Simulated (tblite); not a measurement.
Parent: `[CH2:1]=[CH:2][Si@@H:3]1[O:4][CH2:5][CH2:6][S:7]1` with C1–C2–Si3–O4 7°, C2–Si3–O4–C5 -135°, Si3–O4–C5–C6 39°, O4–C5–C6–S7 -45°, C5–C6–S7–Si3 29°, C4H8OSSi.

Computed geometry: GFN2-xTB, gas phase. One conformer each, not checked by frequencies here.

```json
{"coordinate of the parent": "C1=C2", "value": "1.325 Å"}
{"coordinate of the parent": "C2–Si3", "value": "1.874 Å"}
{"coordinate of the parent": "Si3–O4", "value": "1.630 Å"}
{"coordinate of the parent": "O4–C5", "value": "1.399 Å"}
{"coordinate of the parent": "C5–C6", "value": "1.521 Å"}
{"coordinate of the parent": "C6–S7", "value": "1.824 Å"}
{"coordinate of the parent": "Si3–S7", "value": "2.161 Å"}
{"coordinate of the parent": "C1–C2–Si3", "value": "124.9°"}
{"coordinate of the parent": "C2–Si3–O4", "value": "109.4°"}
{"coordinate of the parent": "C2–Si3–S7", "value": "115.4°"}
{"coordinate of the parent": "O4–Si3–S7", "value": "96.8°"}
{"coordinate of the parent": "Si3–O4–C5", "value": "117.5°"}
{"coordinate of the parent": "O4–C5–C6", "value": "110.3°"}
{"coordinate of the parent": "C5–C6–S7", "value": "108.5°"}
{"coordinate of the parent": "Si3–S7–C6", "value": "90.6°"}
```

Q: How does the shared frame change in `[O:1]=[CH:2][O:3]/[CH:4]=[CH:5]/[Si@@H:6]1[O:7][CH2:8][CH2:9][S:10]1` with O1–C2–O3–C4 0°, C2–O3–C4–C5 -178°, C4–C5–Si6–O7 7°, C5–Si6–O7–C8 -113°, Si6–O7–C8–C9 -30°, O7–C8–C9–S10 43°, C8–C9–S10–Si6 -33°, C5H8O3SSi? Atoms pair as C1 = C4, C2 = C5, Si3 = Si6, O4 = O7, C5 = C8, C6 = C9, S7 = S10 (parent first).

A: 
```json
{"parent": "C1=C2", "relative": "C4=C5", "value in the relative": "1.324 Å", "change": "-0.001"}
{"parent": "C2–Si3", "relative": "C5–Si6", "value in the relative": "1.869 Å", "change": "-0.005"}
{"parent": "Si3–O4", "relative": "Si6–O7", "value in the relative": "1.627 Å", "change": "-0.003"}
{"parent": "O4–C5", "relative": "O7–C8", "value in the relative": "1.403 Å", "change": "+0.004"}
{"parent": "C5–C6", "relative": "C8–C9", "value in the relative": "1.521 Å", "change": "0.000"}
{"parent": "C6–S7", "relative": "C9–S10", "value in the relative": "1.825 Å", "change": "+0.001"}
{"parent": "Si3–S7", "relative": "Si6–S10", "value in the relative": "2.152 Å", "change": "-0.009"}
{"parent": "C1–C2–Si3", "relative": "C4–C5–Si6", "value in the relative": "122.8°", "change": "-2.1"}
{"parent": "C2–Si3–O4", "relative": "C5–Si6–O7", "value in the relative": "112.2°", "change": "+2.8"}
{"parent": "C2–Si3–S7", "relative": "C5–Si6–S10", "value in the relative": "112.7°", "change": "-2.7"}
{"parent": "O4–Si3–S7", "relative": "O7–Si6–S10", "value in the relative": "97.0°", "change": "+0.2"}
{"parent": "Si3–O4–C5", "relative": "Si6–O7–C8", "value in the relative": "118.7°", "change": "+1.2"}
{"parent": "O4–C5–C6", "relative": "O7–C8–C9", "value in the relative": "110.6°", "change": "+0.3"}
{"parent": "C5–C6–S7", "relative": "C8–C9–S10", "value in the relative": "108.6°", "change": "+0.1"}
{"parent": "Si3–S7–C6", "relative": "Si6–S10–C9", "value in the relative": "89.8°", "change": "-0.8"}
```

Of the parent's bonds, Si3–S7 changes most (-0.009 Å). Bonds of the relative outside the shared frame: O1=C2 1.194, C2–O3 1.330, O3–C4 1.379 Å. Point group C1 → C1.
